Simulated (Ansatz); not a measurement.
Calculated with Ansatz (gas phase, PBE0-D4/def2-TZVP geometries, no zero-point term in ΔE). CBS: MP2 limit from def2 TZ/QZ plus the TZ coupled-cluster correction, frozen cores. This one scheme is used for every species, atoms too. Functionals use def2-TZVPP. B3LYP here is the variant with VWN-RPA as its local correlation; programs differ in this. No spin–orbit coupling; open shells (•) take unrestricted orbitals. Spin–orbit coupling would lower the free atoms: a little for B, C, Cl, F; clearly for Se. For Se outer-core shells are correlated without core-valence functions, so the limit isn't a true one: a few kJ/mol of doubt a bond, and 10 to 20 or more in all where bonds break to atoms. Scalar relativity is left out up to krypton. Each species was taken in one conformer, which may not be the lowest.

Reaction (atomization): `C[Se]B(F)Cl` → B• + C• + Cl• + F• + 3 H• + Se•

| level | ΔE (kcal/mol) |
| --- | --- |
| r2SCANh-D4 | 722.5 |
| revPBE | 706.3 |
| r2SCAN | 726.9 |
| B3LYP | 709.2 |

(1) What does CCSD(T)/CBS give? (Best estimate.)

Largest T1 diagnostic among the species: 0.014.

## Answers

(1) The calculation gave: +719.6 kcal/mol. The listed levels differ from it by 2.9, -13.3, 7.3, -10.4 kcal/mol.

From PBE to PBE0 (25 % exact exchange), in def2-TZVPP and without D4, ΔE moves by −14.3 kcal/mol: exact exchange takes away binding that semilocal exchange gives to molecules. Leaving LDA and LC-ωPBE aside and taking each functional with its dispersion term where it has one, the values, not all of them listed here, spread over 45.3 kcal/mol, from BHLYP-D4 to PBE-D4. LDA lies +97.9 kcal/mol from PBE without D4, its usual overbinding. In def2-TZVPP, CCSD(T) changes the Hartree–Fock value by +168.0 kcal/mol (the triples alone add +13.2 kcal/mol) and MP2 by +190.1 kcal/mol; breaking electron pairs costs correlation energy, which Hartree–Fock lacks.

For atomizations the MP2-based limit and the directly extrapolated one differ by several kJ/mol either way, and by 10 to 25 for some Ge, Se and Sn compounds, so smaller differences from it don't rank the levels.
